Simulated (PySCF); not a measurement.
# Spinor energies of Lu⁴⁺ (lutetium, charge +4)

Start: [Xe] 4f13; 4f5/2 filled at m_j = -3/2, -1/2, +1/2, +3/2, +5/2; 4f7/2 filled at m_j = -7/2, -5/2, -3/2, -1/2, +1/2, +3/2, +5/2, +7/2. Calculated with PySCF 2.14 in x2c-TZVPPall-2c (11s11p10d2f2g, 126 functions): generalised Hartree-Fock with the X2C-1e Hamiltonian and a Gaussian nucleus; one run each with spin-orbit coupling (SO) screened by Boettger's factors, then bare. This is a chosen level, not necessarily the ground level.

| spinor shell | electrons | ε, screened SO (eV) | ε, bare SO (eV) | weight of nominal j (bare SO) | rms radius, bare SO (bohr) |
| --- | --- | --- | --- | --- | --- |
| 1s1/2 | 2 | -63685.6 | -63684.4 | 1.000 | 0.0219 |
| 2s1/2 | 2 | -11018.4 | -11018.0 | 1.000 | 0.0885 |
| 2p1/2 | 2 | -10499.0 | -10526.1 | 1.000 | 0.0752 |
| 2p3/2 | 4 | -9376.2 | -9367.0 | 1.000 | 0.0825 |
| 3s1/2 | 2 | -2597.2 | -2597.1 | 1.000 | 0.227 |
| 3p1/2 | 2 | -2367.4 | -2373.2 | 1.000 | 0.218 |
| 3p3/2 | 4 | -2123.9 | -2121.9 | 1.000 | 0.233 |
| 3d3/2 | 4 | -1738.0 | -1743.3 | 1.000 | 0.206 |
| 3d5/2 | 6 | -1685.9 | -1682.5 | 1.000 | 0.210 |
| 4s1/2 | 2 | -588.07 | -588.05 | 1.000 | 0.507 |
| 4p1/2 | 2 | -492.41 | -493.78 | 1.000 | 0.517 |
| 4p3/2 | 4 | -436.94 | -436.48 | 1.000 | 0.550 |
| 4d3/2 | 4 | -278.32 | -279.41 | 0.996 | 0.580 |
| 5s1/2 | 2 | -118.72 | -118.73 | 1.000 | 1.23 |
| 5p1/2 | 2 | -87.954 | -88.149 | 0.997 | 1.35 |
| 5p3/2 | 4 | -79.946 | -79.887 | 0.998 | 1.44 |
| 4f5/2 | 5 | -73.672 | -74.232 | 0.976 | 0.752 |
| 4f7/2 | 8 | -72.531 | -72.116 | 0.985 | 0.758 |

**Question.** Where does 4d5/2 lie, and what is the 4d spin-orbit splitting (bare SO)?

**Answer.** At -269.00 eV, 10.412 eV above 4d3/2.

| quantity | screened SO | bare SO |
| --- | --- | --- |
| E (hartree) | -14563.87534 | -14564.82762 |
| M_J | 5/2 | 5/2 |
| ⟨J²⟩ | 8.758 | 8.755 |
| ⟨L²⟩ | 12.103 | 12.112 |
| ⟨S²⟩ | 0.850 | 0.859 |

Each row is a mean over spinors that exchange with the open shell spreads, by up to 9.492 eV (4d3/2).

Breit and QED terms are absent; they matter most for the inner s and p1/2 levels.

Densities and radii are taken from the X2C orbitals without a picture-change correction, which distorts them close to the nucleus.
